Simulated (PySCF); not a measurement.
Geometry (Å), atoms numbered from 1 in this order:
```xyz
10

Si    1.5118    0.7108    0.1161
Ge   -0.2974   -0.7978   -0.2449
P    -2.2687    0.4488   -0.3125
H     2.8185   -0.0153    0.1258
H     1.5304    1.7393   -0.9678
H     1.3300    1.3985    1.4314
H    -0.3271   -1.8870    0.8480
H    -0.1458   -1.4896   -1.6146
H    -3.1208   -0.6772   -0.0905
H    -2.2084    0.7795    1.0773
```

Computed data (PySCF 2.14.0 with density-fitted response routines): geometry from PBE0-D3(BJ)/def2-SVP, shielding tensors at PBE0/pcSseg-1 (GIAO). One conformer, averaged over atoms made equivalent by symmetry, fast rotation or ring inversion, gas phase, non-relativistic.

References, each an isolated molecule treated in the same way: $^{1}$H (σ = 31.27 ppm), $^{29}$Si (σ = 351.99 ppm) against TMS; GeMe4 for $^{73}$Ge (σ = 1330.28 ppm); $^{31}$P (σ = 310.13 ppm) against H3PO4.

| atoms | nucleus | count | δ (ppm) |
| --- | --- | --- | --- |
| P3 | $^{31}$P | 1 | ? |
| Ge2 | $^{73}$Ge | 1 | -271 |
| Si1 | $^{29}$Si | 1 | ? |
| H9/H10 | $^{1}$H | 2 | 1.86 |
| H7/H8 | $^{1}$H | 2 | 4.07 |
| H4/H5/H6 | $^{1}$H | 3 | 3.69 |

Q: Complete the table.

A: 
- Si1: -97.2 ppm, silicon bonded to Ge, 3 H
- P3: -287.9 ppm, phosphorus bonded to Ge, 2 H

Relativistic effects, spin–orbit coupling among them, are left out; they matter for Ge and for the light atoms bonded to it. Experimental scales use liquid or dissolved standards, which lie at an offset from isolated H3PO4.
